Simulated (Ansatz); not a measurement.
One change: `FC([SiH3])Cl` becomes `FC(Cl)CBr`.

Ansatz, PBE0-D4/def2-TZVP geometries, multiplicity 1. Each molecule was computed in one conformer, which needn't be the lowest.

Scalar relativity is left out up to krypton. Spin–orbit coupling is left out; it splits and shifts lone-pair levels of the heavy atoms by tenths of an eV.

```
                                          property  `FC([SiH3])Cl`
               LUMO energy (B3LYP/def2-TZVPP) / eV           -0.32
size of the dipole moment (ωB97M-V/def2-TZVPP) / D            1.77
               HOMO energy (B3LYP/def2-TZVPP) / eV           -8.12
           HOMO–LUMO gap (ωB97M-V/def2-TZVPP) / eV           12.27
                LUMO energy (PBE0/def2-TZVPP) / eV           -0.07
             HOMO energy (ωB97M-V/def2-TZVPP) / eV          -10.61
```

(1) Give the same properties after the change, and the shifts. (An estimate is asked.)

Results:

(1) The calculation gave: 
```
                                          property  `FC(Cl)CBr`  shift
               LUMO energy (B3LYP/def2-TZVPP) / eV        -0.71  -0.39
size of the dipole moment (ωB97M-V/def2-TZVPP) / D         1.26  -0.51
               HOMO energy (B3LYP/def2-TZVPP) / eV        -8.10   0.02
           HOMO–LUMO gap (ωB97M-V/def2-TZVPP) / eV        12.27   0.00
                LUMO energy (PBE0/def2-TZVPP) / eV        -0.43  -0.36
             HOMO energy (ωB97M-V/def2-TZVPP) / eV       -10.62  -0.01
```

Dipoles are sizes alone; their direction can turn.

B3LYP here is the variant with VWN-RPA as its local correlation; programs differ in this.
